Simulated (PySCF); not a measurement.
A calculated (UHF, PySCF 2.14, Sapporo-DKH3-DZP-2012, the spin-free X2C one-electron Hamiltonian (Gaussian nucleus)) atom or ion has these occupied shells.

```
shell  electrons  orbital energy (eV)  rms radius, mean of both spins (bohr)
 1s α          1              -6598.2                                 0.0703
 1s β          1              -6598.1                                 0.0703
 2s α          1              -805.17                                  0.302
 2s β          1              -801.64                                  0.302
 2p α          3              -678.87                                  0.273
 2p β          3              -675.40                                  0.273
 3s α          1              -111.20                                  0.915
 3s β          1              -100.12                                  0.915
 3p α          3              -74.525                                  0.989
 3p β          3              -61.107                                  0.989
 3d α          5              -17.131                                   1.30
 4s α          1               -7.556                                   3.63
 4s β          1               -6.223                                   3.63
```

Q: Name the element and its charge.

A: Mn (manganese, neutral), in [Ar] 3d5 4s2, high-spin 6S determinant.
